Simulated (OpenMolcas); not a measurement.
**W4+: effect of the ligand basis**

W4+ with 6 ligands (fluoride) in octahedral coordination (Oh) at 1.97 Å. A charge of +0.333 e stands 2.6 Å behind each ligand.

```
Program             : OpenMolcas
Method              : CASSCF
Spin-orbit coupling : RASSI with atomic mean-field integrals over the reference wave functions
```

Fixed: metal basis ANO-RCC-VTZP, active space 2 electrons in 5 orbitals (5d), DKH2 Hamiltonian.

States (labels of O, the rotations of Oh). Energies in cm-1 above the lowest state or level, χT in cm3 K/mol; under a threefold ground state the first gap can be a small split of the lowest multiplet, not the spin-orbit step; 10Dq and B are least-squares fits to the states below 45000 cm-1, weighted by degeneracy, with a free offset, and given where the rms deviation is under 5 % of |10Dq| (or 100 cm-1) and under 700 cm-1.

| Run | Ligand basis | Ground state | First state of that spin | 10Dq | B (rms of fit) | First gap with spin-orbit (degeneracies) | χT at 300 K | First state of another spin | Cost |
| --- | --- | --- | --- | --- | --- | --- | --- | --- | --- |
| A | ANO-RCC-VDZP | 3T1 | 3T2 32989 | 34439 | 700 (99) | 260.6 (2, 3) | 0.134 | 1T2 10102 | roughly 50 core-seconds |
| B | ANO-RCC-VTZP | 3T1 | 3T2 32475 | 33771 | 687 (155) | 264.3 (2, 3) | 0.134 | 1T2 10052 | roughly 2.9 core-minutes |

Against A, |10Dq| changes by -1.9 % in B.

Costs are those of the RASSCF and RASSI steps.

An orbital triplet at a regular site is open to Jahn-Teller coupling, which can distort the site and quench the lowest spin-orbit gaps and is left out. Without dynamic correlation the repulsion within the d shell is too large (B by tens of per cent), so at a given field states of lower spin stand too high. With metal d orbitals alone the field can be off either way by tens of per cent. Ligand-to-metal charge-transfer states are missing. With no ligand orbital active B as a rule stays too high, so bands that hang on it stand too high and its fall with covalency is understated. The least metal-like active orbital is 77 % on the metal (Löwdin) and no ligand orbital is active, so the numbers are rough (holds for A). The least metal-like active orbital is 69 % on the metal (Löwdin) and no ligand orbital is active, so the numbers are rough (holds for B). No measured value stands beside these numbers; the geometry was imposed, not optimised, and the real ion may take another.
